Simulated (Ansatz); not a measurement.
System: sum formula AlCl$_{2}$F (charge 0, singlet). 
Geometry from a B3LYP-D3(BJ)/def2-TZVP (Ansatz, a first-principles code) optimisation:
```xyz
4

F     -0.1533     1.9825    -0.0112
Al    -0.0270     0.3494    -0.0020
Cl     1.8545    -0.5190    -0.0095
Cl    -1.7526    -0.7978     0.0169
```

Wanted: atomisation energy (electronic, to ground-state atoms), in kcal/mol. Cores are frozen in the correlated levels unless marked. UHF or UKS for open shells. No spin-orbit coupling. No relativistic terms. The coupled-cluster limit lacks core correlation, which all-electron functionals hold. CBS(X,Y): correlation extrapolated as X^-3; Hartree-Fock from the larger set (for Q and 5 zeta extrapolated as (X+1)exp(-9√X)).

| level | program | atomisation energy (kcal/mol) |
|---|---|---|
| HF/aug-cc-pV(D+d)Z | Ansatz | 263.7 |
| SVWN5/def2-TZVPD | Ansatz | 388.9 |
| revPBE/def2-TZVPD | Ansatz | 332.0 |
| RI-MP2/aug-cc-pV(T+d)Z | Ansatz | 360.2 |
| RI-MP2/aug-cc-pV(Q+d)Z | Ansatz | 367.6 |
| RI-MP2/CBS(cc-pV(T+d)Z,cc-pV(Q+d)Z) | Ansatz | 371.3 |
| SCS-MP2/6-31G | Ansatz | 251.9 |
| CCSD/cc-pV(5+d)Z | Ansatz | 342.5 |
| CCSD(T)/aug-cc-pV(Q+d)Z | Ansatz | 348.5 |
| CCSD(T)/CBS(cc-pV(Q+d)Z,cc-pV(5+d)Z) | Ansatz | 353.1 |
